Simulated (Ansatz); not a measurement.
`CO[SiH2]S[SiH2]OC` + `N[SiH2]F` → `CO[SiH2]N[SiH2]F` + `CO[SiH2]S`  (ligand exchange at the Si–S bond)

Program: Ansatz. Geometries: PBE0-D4/def2-TZVP. ΔE: electronic, gas phase. CBS: MP2 limit from def2 TZ/QZ plus the TZ coupled-cluster correction, frozen cores. This one scheme is used for every species. DFT in def2-TZVPP. B3LYP here is the variant with VWN-RPA as its local correlation; programs differ in this. One conformer a species, not always the lowest.

Problem. Is it downhill or uphill in electronic energy at CCSD(T)/CBS, and by how much? (Best estimate.)

Solution. Ansatz gave: Nearly level: ΔE = +2.6 kJ/mol.

Problem. What do these levels give: r2SCAN-D4, PBE0-D4, B3LYP-D4, ωB97M-V, PBE, MP2/def2-TZVPP, CCSD/def2-TZVPP, CCSD(T)/def2-TZVPP, MP2/def2-QZVPP, HF/CBS(def2), MP2/CBS(def2), CCSD/CBS(def2)? (Best estimate.)

Solution. Computed: r2SCAN-D4 6.5, PBE0-D4 10.2, B3LYP-D4 5.6, ωB97M-V 3.6, PBE 4.8, MP2/def2-TZVPP 4.1, CCSD/def2-TZVPP -3.9, CCSD(T)/def2-TZVPP -0.4, MP2/def2-QZVPP 5.4, HF/CBS(def2) -16.9, MP2/CBS(def2) 7.2, CCSD/CBS(def2) -0.9 kJ/mol.

Largest T1 diagnostic among the species: 0.012.

The D4 term adds +12.3 kJ/mol with B3LYP and +7.4 kJ/mol with PBE0; it sums over pairs of atoms, weighted by their polarisabilities, and B3LYP, whose exchange is more repulsive, gets the larger term. In def2-TZVPP, CCSD(T) changes the Hartree–Fock value by +14.7 kJ/mol (the triples alone add +3.5 kJ/mol) and MP2 by +19.3 kJ/mol.
